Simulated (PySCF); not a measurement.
Several compounds and their computed core spectra got separated.

Method used: delta-SCF UKS SCAN, pcX-2 on the ionised atom, pcseg-1 elsewhere, spin-free X2C in PySCF 2.14.0. Geometries: PBE0-D3(BJ)/def2-SVP; isolated species, one conformer each.

Line lists (1s up to Mg, 2p3/2 beyond, nothing for Ge or Ti; areas count atoms within a level, one atom standing for each set equivalent by bonding):
1. C 1s: 290.08 eV; Si 2p3/2: 106.64 eV
2. C 1s: 289.54 eV; Cl 2p3/2: 205.14 eV
3. B 1s: 194.41 (area 1), 194.44 (area 1) eV; C 1s: 289.65 eV; P 2p3/2: 135.52 (area 1), 136.83 (area 2) eV

Structures:
A. `[SiH3][CH2][GeH3]`
B. `C[B@H-]1[PH2+][B@H-](P)[PH2+]1`
C. `[CH3][Ti]([CH3])([CH3])[Cl]`

Problem. Which list belongs to which compound?

Solution. 
- 1 = A: no other candidate has this set of levels. C 1s: 290.08 sp3 carbon bound to silicon; Si 2p3/2: 106.64 SiH3 silicon.
- 2 = C: no other candidate has this set of levels. C 1s: 289.54 methyl carbon (×3); Cl 2p3/2: 205.14 chlorine bonded to Ti.
- 3 = B: no other candidate has this set of levels. B 1s: 194.41 four-coordinate boron, 194.44 four-coordinate boron; C 1s: 289.65 sp3 carbon bound to boron; P 2p3/2: 135.52 three-coordinate phosphorus, 136.83 phosphorus bonded to 2 B and 2 H (×2).

2p3/2 and 2p1/2 are the ΔSCF energy of one spin-free 2p hole plus the eigenvalues of a spin–orbit and ligand-field matrix of the shell.
